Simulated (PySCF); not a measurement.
A run for PySCF: R-M06-2X/def2-TZVPP on GaH5N2 (SMILES [NH2][GaH][NH2]), a point of a torsion scan.

```python
from pyscf import gto, dft

mol = gto.M(
    atom='''
    N     1.53669564   -0.39327637    0.11025380
    Ga    0.10455479    0.45659378    0.84175363
    N     0.32002611    1.98740677    1.78794297
    H     1.57144939   -1.39614993   -0.02787756
    H     2.48052184   -0.06300601    0.28204827
    H    -1.30276712   -0.11740159    0.65744751
    H     1.19753404    2.48796521    1.86356920
    H    -0.43501820    2.60455929    2.05816505
    ''',
    basis='def2-tzvpp',
    charge=0, spin=0, verbose=4, max_memory=1800)
mf = dft.RKS(mol, xc='m062x').density_fit(auxbasis='def2-universal-jkfit')
mf.grids.level = 4
mf.conv_tol = 1e-9
mf.max_cycle = 150
mf.kernel()
mf.dip_moment()
```

**Question.** What total energy does the run end on?

**Answer.** -2037.3978 hartree.
